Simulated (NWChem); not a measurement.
System meant: H₃SO₄ cation; SMILES O=S(=O)(O)[OH2+]

Here is an NWChem input.

```
start job
memory heap 200 mb stack 900 mb global 1100 mb
charge 1
geometry units angstroms noautoz
  O     -1.523213     0.367968     0.149788
  S     -0.081897     0.332849     0.158589
  O      0.860238     0.496840     1.244595
  O      0.461154     0.753551    -1.268276
  O      0.263959    -1.677451    -0.200979
  H      1.447306     0.873076    -1.267919
  H      0.411623    -2.176150     0.638724
  H     -0.481639    -2.118371    -0.675473
end
basis spherical
  O library def2-svp
  S library def2-svp
  H library def2-svp
end
dft
  xc b3lyp
  iterations 4
  mulliken
end
task dft energy
```

End of the output:

```
    Atom       Charge   Shell Charges
 -----------   ------   -------------------------------------------------------
    1 O    8     8.31   1.98  1.01  0.71  2.65  1.93  0.03
    2 S   16    14.72   2.00  1.93  0.79  0.36  5.79  1.61  1.33  0.92
    3 O    8     8.31   1.98  1.01  0.71  2.63  1.95  0.03
    4 O    8     8.13   1.97  0.94  0.62  2.68  1.90  0.02
    5 O    8     8.01   1.97  0.87  0.58  2.69  1.88  0.02
    6 H    1     0.84   0.51  0.16  0.17
    7 H    1     0.84   0.52  0.16  0.16
    8 H    1     0.84   0.52  0.16  0.16

 center of mass
 --------------
 x =   0.00204420 y =  -0.07084765 z =  -0.02561362

 moments of inertia (a.u.)
 ------------------
         454.627751973665          -0.000000000000          -0.000000000000
          -0.000000000000         393.999867739010          -0.000000000000
          -0.000000000000          -0.000000000000         467.999055233768

     Multipole analysis of the density
     ---------------------------------

     L   x y z        total         alpha         beta         nuclear
     -   - - -        -----         -----         ----         -------
     0   0 0 0      1.000000    -25.000000    -25.000000     51.000000

     1   1 0 0      0.143034      0.071517      0.071517     -0.000000
     1   0 1 0      1.555110      0.777555      0.777555     -0.000000
     1   0 0 1      0.633477      0.316739      0.316739     -0.000000

     2   2 0 0    -24.214729    -64.338137    -64.338137    104.461546
     2   1 1 0     -2.154690      0.071526      0.071526     -2.297742
     2   1 0 1      1.279131      0.062890      0.062890      1.153351
     2   0 2 0    -14.482261    -81.793418    -81.793418    149.104575
     2   0 1 1     -3.807453      0.198624      0.198624     -4.204701
     2   0 0 2    -20.002632    -61.407214    -61.407214    102.811796

 ------------------------------------------------------------------------
 dft energy failed                                                                                  0
 ------------------------------------------------------------------------
 ------------------------------------------------------------------------
  current input line :
    24: task dft energy
 ------------------------------------------------------------------------
 ------------------------------------------------------------------------
 This type of error is most commonly associated with calculations not reaching convergence criteria
 ------------------------------------------------------------------------
 For more information see the NWChem manual at https://nwchemgit.github.io

0:dft energy failed:Received an Error in Communication
```

Task: What is wrong, and how is it mended?

Result: The run did not converge; its last values are not results. Cause: the SCF was allowed too few iterations. This input runs:
```
start job
memory heap 200 mb stack 900 mb global 1100 mb
charge 1
geometry units angstroms noautoz
  O     -1.523213     0.367968     0.149788
  S     -0.081897     0.332849     0.158589
  O      0.860238     0.496840     1.244595
  O      0.461154     0.753551    -1.268276
  O      0.263959    -1.677451    -0.200979
  H      1.447306     0.873076    -1.267919
  H      0.411623    -2.176150     0.638724
  H     -0.481639    -2.118371    -0.675473
end
basis spherical
  * library def2-svp
end
dft
  xc b3lyp
  iterations 150
  mulliken
end
task dft energy
```
It converges to -700.13443 Ha (B3LYP/def2-SVP).
